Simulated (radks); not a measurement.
Computed order of ionisation of sulfur. At each step one electron was removed from each of the four highest sub-shells of the ion before, moves of one valence electron (up to charge 6) and the configuration listed by NIST were tried, and the lowest configuration was kept. Level of theory: Dirac Kohn-Sham, relativistic LDA (MacDonald-Vosko exchange, VWN5 correlation), spin-unpolarised, spherical densities, finite nucleus; Fermi nuclear charge, rms radius of each element as measured or else 0.836 A^(1/3) + 0.57 fm (a radial shooting solver on a logarithmic mesh with Libxc functionals). Sub-shells are occupied by j as written (lower j first in brackets).

| species | lowest configuration found | NIST configuration | margin to the next tried (eV) | IE (eV) | NIST IE (eV) | kind |
|---|---|---|---|---|---|---|
| S | [Ne] 3s2 3p(1/2: 2, 3/2: 2) | same | - | 11.817 | 10.360 | exp. |
| S+ | [Ne] 3s2 3p(1/2: 2, 3/2: 1) | same | 0.102 | 22.317 | 23.338 | exp. |
| S2+ | [Ne] 3s2 3p(1/2: 2, 3/2: 0) | same | 0.118 | 34.224 | 34.86 | semi-emp. |
| S3+ | [Ne] 3s2 3p(1/2: 1, 3/2: 0) | same | 11.773 | 47.073 | 47.22 | semi-emp. |
| S4+ | [Ne] 3s2 | same | 12.251 | 73.398 | 72.595 | exp. |
| S5+ | [Ne] 3s1 | same | 12.684 | 87.904 | 88.053 | exp. |
| S6+ | [Ne] | same | 171.58 | 281.89 | 280.95 | exp. |
| S7+ | [He] 2s2 2p(1/2: 2, 3/2: 3) | same | 1.391 | 332.50 | 328.79 | exp. |
| S8+ | [He] 2s2 2p(1/2: 2, 3/2: 2) | same | 1.496 | 385.86 | 379.8 | semi-emp. |
| S9+ | [He] 2s2 2p(1/2: 2, 3/2: 1) | same | 1.607 | 441.82 | 447.7 | semi-emp. |
| S10+ | [He] 2s2 2p(1/2: 2, 3/2: 0) | same | 1.724 | 502.03 | 504.6 | semi-emp. |
| S11+ | [He] 2s2 2p(1/2: 1, 3/2: 0) | same | 36.415 | 562.68 | 564.41 | semi-emp. |
| S12+ | [He] 2s2 | same | 31.592 | 651.13 | 652.0 | semi-emp. |
| S13+ | [He] 2s1 | same | 2414.9 | 701.75 | 706.99 | theory |

Reference values: NIST Atomic Spectra Database (exp. = measured, semi-emp. = semi-empirical, theory = theoretical value adopted there). Spin polarisation and multiplet splitting are left out, so open shells lie too high by an amount that depends on their filling.

Beside tabulated values, note that spin-unpolarised runs miss the spin-polarisation part of the exchange energy of open shells.
